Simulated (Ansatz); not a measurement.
Harmonic frequencies (cm⁻¹) at PBE0-D4/def2-TZVP from Ansatz: 72, 102, 121, 141, 202, 288, 348, 366, 572, 1090, 1175, 1184, 1468, 1488, 1497, 3033, 3106, 3127.

Each molecule was computed in one conformer, which needn't be the lowest.

Q: Which molecule is it?
A. `[SiH3][Sb]([Cl])[Cl]`
B. `[F][Sb]([SiH3])[Cl]`
C. `[CH3][SbH2]`
D. `C[O][Sb]([Cl])[Cl]`

A: D.
